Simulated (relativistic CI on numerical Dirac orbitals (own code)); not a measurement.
Hyperfine structure of Ta, mass number 181

Method of calculation: Dirac-Coulomb-Breit CI, separate exchange-only KLI orbitals for each configuration, QED by a radiative potential, valence Slater integrals scaled by 0.85, P86 correlation energy added to each configuration (own radial code, finite nucleus).

CI space (outside the closed core [Xe] 4f14): 5d³6s², 5d³6s6p, 5d⁴6s, 5d⁵, 5d²6s²6p, 5d³6s6d, 5d⁴6p, 5d²6s²5f, 5d²6s²7p, 5d³6s7s, 5d²6s²7s, 5d⁴6d, 5d²6s²8s, 5d6s²6p², 5d6s6p³, 6s²6p³, 5d6s6p²6d, 6s²5f6p², 6s²6p²7p. Double excitations out of closed p, d and f shells are left out; levels of such configurations are missing from the list, as are those of other unlisted configurations, and high levels can miss mixing partners.

Nuclear spin I = 7/2, μ = 2.365 μN, Q = 3.17 b (tables of Stone and Pyykkö). The electronic factors are computed for point nuclear moments, without core polarisation; leaving it out makes A of s and p electrons in near-neutral atoms 20 to 40 % too small, and it can dominate for d and f shells.

```
       Level  E (cm⁻¹)  A (MHz)  B (MHz)
5d³6s² ⁴F3/2       0.0    268.9     -722
5d³6s² ⁴F5/2    1639.5    339.8     -646
5d³6s² ⁴F7/2    3379.7    394.1     -655
5d³6s² ⁴F9/2    4949.8      469     -634
 5d⁴6s ⁶D1/2    5457.5     3160         
 5d⁴6s ⁶D3/2    5563.7     1525      336
 5d⁴6s ⁶D5/2    5644.7     1495      687
 5d⁴6s ⁶D7/2    6638.2     1436     -336
```

Levels with J = 0, under 50 % of one LS term, or S terms without an open s electron are left out. Small factors come from cancelling terms and can be off by tens of per cent or more.

For a near-neutral ion this model can misplace configurations by up to about 10,000 cm⁻¹ (more where the count of f electrons changes) and terms by 10 to 25 % of their spread. Rates follow the energies as ν³ (E1, M1) or ν⁵ (E2), so they and the lifetimes can be off by large factors. The fine structure of a lone outer electron comes out too small, for d and f at times inverted, and misplaced configurations move strength between like terms. 5 of the 8 excited levels that our extract of the measured tables holds in this range could be paired (the sources list more); they are missed by 2433 cm⁻¹ on average and 8281 at most, and levels without a partner can miss by more. Some levels of the ground configuration have no partner and can miss by 10 % or more.

(1) Give the hyperfine levels of 5d³6s² ⁴F3/2 relative to its centre of gravity.

Results:

(1) With K = F(F + 1) − I(I + 1) − J(J + 1), E = AK/2 + B[¾K(K + 1) − I(I + 1)J(J + 1)]/[2I(2I − 1)J(2J − 1)]: F = 2: -2202, F = 3: -879.5, F = 4: 402.4, F = 5: 1231 MHz.

LS names give the leading component of a level, which can be under half, so a name can repeat, a term be missing and a line seem to break the LS rules.
